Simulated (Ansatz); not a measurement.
Consider the homolysis of the Ge–N bond: `[Cl][GeH2][NH][SiH](Cl)Cl` → `[Cl][GeH2]`• + `[NH][SiH](Cl)Cl`•.

Computed with Ansatz on PBE0-D4/def2-TZVP structures; ΔE is electronic, products minus reactants. CBS: MP2 limit from def2 TZ/QZ plus the TZ coupled-cluster correction, frozen cores. DFT in def2-TZVPP. B3LYP here is the variant with VWN-RPA as its local correlation; programs differ in this. No spin–orbit coupling; open shells (•) take unrestricted orbitals. For Ge outer-core shells are correlated without core-valence functions, which leaves a few kJ/mol of doubt a bond. Scalar relativity is left out up to krypton. Each species was taken in one conformer, which may not be the lowest.

```tsv
level	ΔE (kcal/mol)	difference from CCSD(T)/CBS
PBE-D4	94.8	-8.7
B3LYP-D4	94.3	-9.2
PBE	91.4	-12.1
PBE0	93.5	-10.0
B3LYP	88.9	-14.6
CCSD/def2-TZVPP	98.1	-5.4
CCSD(T)/def2-TZVPP	100.6	-2.9
HF/def2-QZVPP	70.4	-33.1
SCS-MP2/def2-QZVPP	106.5	3.0
CCSD/CBS(def2)	101.0	-2.5
CCSD(T)/CBS	103.5	0
```

Largest T1 diagnostic among the species: 0.012.

The D4 term adds +5.4 kcal/mol with B3LYP and +3.1 kcal/mol with PBE0; it sums over pairs of atoms, weighted by their polarisabilities, and B3LYP, whose exchange is more repulsive, gets the larger term. From PBE to PBE0 (25 % exact exchange), in def2-TZVPP and without D4, ΔE moves by +2.1 kcal/mol.
